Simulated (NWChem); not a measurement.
System: CH4AlCl; SMILES [CH3][AlH][Cl]

Excerpt of the output:

```
             Northwest Computational Chemistry Package (NWChem) 7.3.0
             --------------------------------------------------------

 C1  symmetry detected

                             Geometry "geometry" -> ""
                             -------------------------

 Output coordinates in angstroms (scale by  1.889725989 to convert to a.u.)

  No.       Tag          Charge          X              Y              Z
 ---- ---------------- ---------- -------------- -------------- --------------
    1 Al                  13.0000    -0.60395466     0.46740732    -0.00002951
    2 H                    1.0000    -2.18460801     0.54136666     0.00019092
    3 Cl                  17.0000     0.21546161    -1.49616048    -0.00000497
    4 C                    6.0000     0.62197202     1.98884057    -0.00003018
    5 H                    1.0000     1.28078507     1.96768674    -0.87751323
    6 H                    1.0000     1.27531762     1.97168120     0.88168650
    7 H                    1.0000     0.08523645     2.94465491    -0.00371486

 Effective nuclear repulsion energy (a.u.)     124.5892803406

  pbe96 is a nonlocal functional; adding pw91lda local functional.

                                 NWChem DFT Module
                                 -----------------

 Summary of "ao basis" -> "ao basis" (spherical)
 ------------------------------------------------------------------------------
       Tag                 Description            Shells   Functions and Types
 ---------------- ------------------------------  ------  ---------------------
 Al                       aug-cc-pvdz               11       27   5s4p2d
 H                        aug-cc-pvdz                5        9   3s2p
 Cl                       aug-cc-pvdz               11       27   5s4p2d
 C                        aug-cc-pvdz                9       23   4s3p2d

            General Information
            -------------------
          SCF calculation type: DFT
          Wavefunction type:  closed shell.
          No. of atoms     :     7
          No. of electrons :    40
           Alpha electrons :    20
            Beta electrons :    20
          Charge           :     0
          Spin multiplicity:     1
          Use of symmetry is: off; symmetry adaption is: off
          Maximum number of iterations: 150
          AO basis - number of functions:   113
                     number of shells:    51
          Convergence on energy requested:  1.00D-06
          Convergence on density requested:  1.00D-05
          Convergence on gradient requested:  5.00D-04

              XC Information
              --------------
          PerdewBurkeErnzerhof Exchange Functional  1.000
            Perdew 1991 LDA Correlation Functional  1.000 local
           PerdewBurkeErnz. Correlation Functional  1.000 non-local

             Grid Information
             ----------------
          Grid used for XC integration:  medium
          Radial quadrature: Mura-Knowles
          Angular quadrature: Lebedev.
          Tag              B.-S. Rad. Rad. Pts. Rad. Cut. Ang. Pts.
          ---              ---------- --------- --------- ---------
          Al                  1.25       88          14.0       590
          H                   0.35       45          15.0       434
          Cl                  1.00       88          15.0       590
          C                   0.70       49          14.0       434
          Grid pruning is: on
          Number of quadrature shells:   405
          Spatial weights used:  Erf1

      Superposition of Atomic Density Guess
      -------------------------------------

 Sum of atomic energies:        -741.01529880

      Non-variational initial energy
      ------------------------------

 Total energy =    -741.917896
 1-e energy   =   -1271.442200
 2-e energy   =     404.935023
 HOMO         =      -0.347433
 LUMO         =      -0.000788

   convergence    iter        energy       DeltaE   RMS-Dens  Diis-err
 ---------------- ----- ----------------- --------- --------- ---------
 d= 0,ls=0.0,diis     1   -742.7868288381 -8.67D+02  1.22D-02  3.50D-01
 d= 0,ls=0.0,diis     2   -742.7749216762  1.19D-02  5.04D-03  2.92D-01
 d= 0,ls=0.0,diis     3   -742.8157714024 -4.08D-02  1.44D-03  4.90D-02
 d= 0,ls=0.0,diis     4   -742.8237353556 -7.96D-03  1.76D-04  1.93D-04
 d= 0,ls=0.0,diis     5   -742.8237634031 -2.80D-05  6.50D-05  5.05D-05
  Resetting Diis
 d= 0,ls=0.0,diis     6   -742.8237705726 -7.17D-06  1.84D-05  4.97D-06
 d= 0,ls=0.0,diis     7   -742.8237713126 -7.40D-07  1.13D-05  5.97D-07
 d= 0,ls=0.0,diis     8   -742.8237711981  1.15D-07  7.47D-06  1.39D-06

         Total DFT energy =     -742.823771198121
      One electron energy =    -1274.227752404434
           Coulomb energy =      460.238844129664
    Exchange-Corr. energy =      -53.424143263993
 Nuclear repulsion energy =      124.589280340642

 Numeric. integr. density =       40.000001515051

                       DFT Final Molecular Orbital Analysis
                       ------------------------------------

 Vector   18  Occ=2.000000D+00  E=-2.939946D-01
              MO Center=  1.4D-01, -4.6D-01, -2.4D-05, r^2= 3.4D+00
   Bfn.  Coefficient  Atom+Function         Bfn.  Coefficient  Atom+Function
  ----- ------------  ---------------      ----- ------------  ---------------
    45      0.466570  3 Cl px                48      0.338040  3 Cl px
    68     -0.183857  4 C  px                 9      0.181230  1 Al px
    10      0.160866  1 Al py                69     -0.161023  4 C  py
    46      0.105433  3 Cl py                28     -0.098627  2 H  s
    49      0.095468  3 Cl py                66      0.084232  4 C  s

 Vector   19  Occ=2.000000D+00  E=-2.898082D-01
              MO Center=  1.7D-01, -1.4D+00,  1.2D-05, r^2= 1.5D+00
   Bfn.  Coefficient  Atom+Function         Bfn.  Coefficient  Atom+Function
  ----- ------------  ---------------      ----- ------------  ---------------
    47      0.585341  3 Cl pz                50      0.438000  3 Cl pz
    11      0.098531  1 Al pz                53      0.055722  3 Cl pz
    19     -0.050812  1 Al d -1              70     -0.043334  4 C  pz
    14      0.037254  1 Al pz                87      0.033074  5 H  s
    96     -0.033185  6 H  s

 Vector   20  Occ=2.000000D+00  E=-2.561483D-01
              MO Center= -3.1D-01,  3.8D-01,  1.8D-05, r^2= 4.3D+00
   Bfn.  Coefficient  Atom+Function         Bfn.  Coefficient  Atom+Function
  ----- ------------  ---------------      ----- ------------  ---------------
    45      0.328328  3 Cl px                28      0.255347  2 H  s
    69      0.247560  4 C  py                 9     -0.242529  1 Al px
    48      0.239527  3 Cl px                68      0.210177  4 C  px
    12     -0.179591  1 Al px                66     -0.152824  4 C  s
    46      0.151881  3 Cl py                10     -0.135100  1 Al py

 Vector   21  Occ=0.000000D+00  E=-7.654644D-02
              MO Center= -7.1D-01,  4.8D-01, -7.3D-04, r^2= 4.2D+00
   Bfn.  Coefficient  Atom+Function         Bfn.  Coefficient  Atom+Function
  ----- ------------  ---------------      ----- ------------  ---------------
    14      0.612287  1 Al pz                11      0.486953  1 Al pz
    88      0.189856  5 H  s                 97     -0.190408  6 H  s
    47     -0.183221  3 Cl pz                50     -0.168502  3 Cl pz
    89      0.121511  5 H  s                 98     -0.121733  6 H  s
    17      0.120423  1 Al pz                53     -0.110948  3 Cl pz

 Vector   22  Occ=0.000000D+00  E=-3.731522D-02
              MO Center=  2.5D-01,  8.4D-01,  1.4D-03, r^2= 9.6D+00
   Bfn.  Coefficient  Atom+Function         Bfn.  Coefficient  Atom+Function
  ----- ------------  ---------------      ----- ------------  ---------------
     5      1.006608  1 Al s                  4      0.630446  1 Al s
    67     -0.577404  4 C  s                 66     -0.448770  4 C  s
    30     -0.429268  2 H  s                 41     -0.229266  3 Cl s
    40     -0.220079  3 Cl s                 98      0.211990  6 H  s
    89      0.209966  5 H  s                 12      0.185910  1 Al px

 Vector   23  Occ=0.000000D+00  E=-1.106188D-02
              MO Center= -7.4D-01,  1.4D+00,  8.3D-05, r^2= 1.5D+01
   Bfn.  Coefficient  Atom+Function         Bfn.  Coefficient  Atom+Function
  ----- ------------  ---------------      ----- ------------  ---------------
    16      0.587547  1 Al py                67     -0.400612  4 C  s
    13      0.315375  1 Al py                40      0.238247  3 Cl s
   107      0.220054  7 H  s                  4     -0.210394  1 Al s
    10      0.186967  1 Al py                89      0.175127  5 H  s
    98      0.173634  6 H  s                 66     -0.154348  4 C  s

     Multipole analysis of the density
     ---------------------------------

     L   x y z        total         alpha         beta         nuclear
     -   - - -        -----         -----         ----         -------
     0   0 0 0     -0.000000    -20.000000    -20.000000     40.000000

     1   1 0 0     -0.002534     -0.001267     -0.001267      0.000000
     1   0 1 0      0.778929      0.389465      0.389465      0.000000
     1   0 0 1     -0.000013     -0.000007     -0.000007     -0.000000

     2   2 0 0    -26.582300    -41.678999    -41.678999     56.775698
     2   1 1 0      0.082518     -4.199427     -4.199427      8.481372
     2   1 0 1      0.000620      0.000503      0.000503     -0.000387
     2   0 2 0    -26.162270   -158.335692   -158.335692    290.509114
     2   0 1 1      0.000321     -0.000706     -0.000706      0.001732
     2   0 0 2    -22.707705    -14.116811    -14.116811      5.525916

                                 NWChem DFT Module
                                 -----------------

            General Information
            -------------------
          SCF calculation type: DFT
          Wavefunction type:  spin polarized.
          No. of atoms     :     7
          No. of electrons :    39
           Alpha electrons :    20
            Beta electrons :    19
          Charge           :     1
          Spin multiplicity:     2
          Use of symmetry is: off; symmetry adaption is: off
          Maximum number of iterations: 150
          AO basis - number of functions:   113
                     number of shells:    51
          Convergence on energy requested:  1.00D-06
          Convergence on density requested:  1.00D-05
          Convergence on gradient requested:  5.00D-04

              XC Information
              --------------
          PerdewBurkeErnzerhof Exchange Functional  1.000
            Perdew 1991 LDA Correlation Functional  1.000 local
           PerdewBurkeErnz. Correlation Functional  1.000 non-local

             Grid Information
             ----------------
          Grid used for XC integration:  medium
          Radial quadrature: Mura-Knowles
          Angular quadrature: Lebedev.
          Tag              B.-S. Rad. Rad. Pts. Rad. Cut. Ang. Pts.
          ---              ---------- --------- --------- ---------
          Al                  1.25       88          14.0       590
          H                   0.35       45          15.0       434
          Cl                  1.00       88          15.0       590
          C                   0.70       49          14.0       434
          Grid pruning is: on
          Number of quadrature shells:   405
          Spatial weights used:  Erf1

      Superposition of Atomic Density Guess
      -------------------------------------

 Sum of atomic energies:        -741.01529880

 Renormalizing density from      40.00 to     39

      Non-variational initial energy
      ------------------------------

 Total energy =    -730.125508
 1-e energy   =   -1239.656145
 2-e energy   =     384.941356
 HOMO         =      -0.611508
 LUMO         =      -0.248041

   convergence    iter        energy       DeltaE   RMS-Dens  Diis-err
 ---------------- ----- ----------------- --------- --------- ---------
 d= 0,ls=0.0,diis     1   -742.2686255508 -8.67D+02  1.10D-02  3.74D-01
                                                     1.22D-02  3.65D-01
 d= 0,ls=0.0,diis     2   -740.6779164967  1.59D+00  9.29D-03  2.34D+00
                                                     1.10D-02  1.77D+00
 d= 0,ls=0.0,diis     3   -742.3708810449 -1.69D+00  3.50D-03  9.84D-02
                                                     6.88D-03  9.18D-02
 d= 0,ls=0.0,diis     4   -742.3367738301  3.41D-02  1.88D-03  1.65D-01
                                                     3.53D-03  1.55D-01
 d= 0,ls=0.0,diis     5   -742.4500793949 -1.13D-01  5.75D-04  7.92D-03
                                                     8.76D-04  8.10D-03
  Resetting Diis
 d= 0,ls=0.0,diis     6   -742.4565219091 -6.44D-03  1.41D-04  4.50D-04
                                                     2.60D-04  4.53D-04
 d= 0,ls=0.0,diis     7   -742.4568334685 -3.12D-04  9.23D-05  2.92D-05
                                                     2.43D-04  2.85D-05
 d= 0,ls=0.0,diis     8   -742.4566739289  1.60D-04  7.39D-05  1.88D-04
                                                     2.70D-04  2.05D-04
 d= 0,ls=0.0,diis     9   -742.4567869433 -1.13D-04  3.36D-05  7.82D-05
                                                     1.36D-04  8.99D-05
 d= 0,ls=0.0,diis    10   -742.4568517286 -6.48D-05  1.28D-05  8.16D-06
                                                     4.27D-05  9.33D-06
 d= 0,ls=0.0,diis    11   -742.4568606162 -8.89D-06  4.78D-06  1.54D-07
                                                     5.24D-06  1.03D-07
 d= 0,ls=0.0,diis    12   -742.4568607401 -1.24D-07  8.40D-07  1.51D-08
                                                     3.02D-06  2.40D-08

         Total DFT energy =     -742.456860740057
      One electron energy =    -1264.550320669882
           Coulomb energy =      450.611534543608
    Exchange-Corr. energy =      -53.107354954425
 Nuclear repulsion energy =      124.589280340642

 Numeric. integr. density =       39.000001675103

                    DFT Final Alpha Molecular Orbital Analysis
                    ------------------------------------------

 Vector   18  Occ=1.000000D+00  E=-5.406263D-01
              MO Center=  2.5D-01, -3.1D-02, -2.7D-05, r^2= 3.7D+00
   Bfn.  Coefficient  Atom+Function         Bfn.  Coefficient  Atom+Function
  ----- ------------  ---------------      ----- ------------  ---------------
    45      0.454365  3 Cl px                48      0.300769  3 Cl px
    10      0.242084  1 Al py                69     -0.238618  4 C  py
    68     -0.223627  4 C  px                 9      0.157669  1 Al px
     3      0.106317  1 Al s                  4      0.101086  1 Al s
    66      0.095921  4 C  s                 88     -0.094218  5 H  s

 Vector   19  Occ=1.000000D+00  E=-5.144448D-01
              MO Center=  1.7D-01, -1.4D+00,  1.2D-05, r^2= 1.4D+00
   Bfn.  Coefficient  Atom+Function         Bfn.  Coefficient  Atom+Function
  ----- ------------  ---------------      ----- ------------  ---------------
    47      0.612514  3 Cl pz                50      0.430283  3 Cl pz
    11      0.099317  1 Al pz                19     -0.050653  1 Al d -1
    70     -0.045090  4 C  pz                87      0.032310  5 H  s
    96     -0.032451  6 H  s                 60      0.028319  3 Cl d -1
    14      0.026479  1 Al pz

[...]
```

Level: PBE/aug-cc-pVDZ, vertical spin-unrestricted ions. The geometry was optimised at B3LYP/6-31G* (spherical d).

### Question
Write an input that gives this output.

### Answer
One answer among several that fit: the input that was run:
```
start job
memory heap 200 mb stack 900 mb global 1100 mb
geometry units angstroms noautoz
  Al    -0.599324     0.464664    -0.000693
  H     -2.181650     0.451269    -0.000876
  Cl     0.327219    -1.450684     0.000586
  C      0.540761     2.051441    -0.001238
  H      1.199965     2.066217    -0.878558
  H      1.193829     2.070835     0.880638
  H     -0.047910     2.976172    -0.005565
end
basis spherical
  Al library aug-cc-pvdz
  H library aug-cc-pvdz
  Cl library aug-cc-pvdz
  C library aug-cc-pvdz
end
dft
  xc xpbe96 cpbe96
  iterations 150
  vectors input atomic output neutral.movecs
end
task dft energy
charge 1
dft
  odft
  mult 2
  vectors input atomic output cation.movecs
end
task dft energy
charge -1
dft
  odft
  mult 2
  vectors input atomic output anion.movecs
end
task dft energy
```
